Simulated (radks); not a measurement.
The gallium anion Ga- inside a hard spherical wall (all orbitals vanish at R), configuration held at [Ar] 3d10 4s2 4p2 and not refilled when levels cross. Calculated with a radial shooting solver on a logarithmic mesh with Libxc functionals: non-relativistic Kohn-Sham, LDA (Slater exchange, Perdew-Wang correlation), spin-unpolarised, spherical densities, point nucleus. Eigenvalues in eV, with the zero of energy where the potential of the charges vanishes at infinity; a dash marks a level that is unbound or too diffuse for the functional's potential to be trusted. A positive occupied level is held by the wall or, in an anion where self-interaction has pushed it up, behind a barrier. The pressure on the wall is -dE/dV.

[
 {"R (bohr)": "15", "E (hartree)": "-1921.84658", "kinetic (hartree)": "1919.910", "e(3p)": "-92.317", "e(3d)": "-14.806", "e(4s)": "-3.918", "e(4p)": "1.617", "e(5s, empty)": "2.281", "e(5p, empty)": "3.155", "pressure (GPa)": "0.0109"},
 {"R (bohr)": "12", "E (hartree)": "-1921.84124", "kinetic (hartree)": "1919.922", "e(3p)": "-91.803", "e(3d)": "-14.293", "e(4s)": "-3.461", "e(4p)": "2.016", "e(5s, empty)": "3.158", "e(5p, empty)": "4.602", "pressure (GPa)": "0.0472"},
 {"R (bohr)": "10", "E (hartree)": "-1921.83217", "kinetic (hartree)": "1919.945", "e(3p)": "-91.196", "e(3d)": "-13.687", "e(4s)": "-2.947", "e(4p)": "2.508", "e(5s, empty)": "4.358", "e(5p, empty)": "6.461", "pressure (GPa)": "0.161"},
 {"R (bohr)": "8", "E (hartree)": "-1921.80784", "kinetic (hartree)": "1920.013", "e(3p)": "-90.110", "e(3d)": "-12.606", "e(4s)": "-2.078", "e(4p)": "3.456", "e(5s, empty)": "6.950", "e(5p, empty)": "10.138", "pressure (GPa)": "0.751"},
 {"R (bohr)": "7", "E (hartree)": "-1921.77861", "kinetic (hartree)": "1920.102", "e(3p)": "-89.174", "e(3d)": "-11.678", "e(4s)": "-1.355", "e(4p)": "4.331", "e(5s, empty)": "9.513", "e(5p, empty)": "13.512", "pressure (GPa)": "1.95"},
 {"R (bohr)": "4", "E (hartree)": "-1921.13824", "kinetic (hartree)": "1922.057", "e(3p)": "-80.358", "e(3d)": "-3.049", "e(4s)": "6.713", "e(4p)": "14.813", "e(5s, empty)": "41.630", "e(5p, empty)": "50.703", "pressure (GPa)": "106"},
 {"R (bohr)": "2.5", "E (hartree)": "-1917.19789", "kinetic (hartree)": "1933.450", "e(3p)": "-59.062", "e(3d)": "17.873", "e(4s)": "38.037", "e(4p)": "52.394", "e(5s, empty)": "150.88", "e(5p, empty)": "166.05", "pressure (GPa)": "2740"},
 {"R (bohr)": "2", "E (hartree)": "-1910.71918", "kinetic (hartree)": "1951.945", "e(3p)": "-37.912", "e(3d)": "39.909", "e(4s)": "81.563", "e(4p)": "100.78", "e(5s, empty)": "277.66", "e(5p, empty)": "294.00", "pressure (GPa)": "12700"}
]
